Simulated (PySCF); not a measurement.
A structure optimised at PBE-D3(BJ)/def2-SVP, used in a PySCF frequency run:

```
C
N 1 1.3726
H 2 1.0198 1 114.75
H 2 1.0227 3 116.40 1 147.40
N 1 1.3726 2 115.00 3 170.37
H 5 1.0198 1 114.75 2 170.37
H 5 1.0227 6 116.40 1 147.40
S 1 1.6718 2 122.50 3 -9.63
```

Q: Write its SMILES, formula and point group.

A: NC(N)=S, CH4N2S, C2

Q: What are its rotational constants (standard atomic weights)?

A: 10.383, 5.0628, 3.4158 GHz
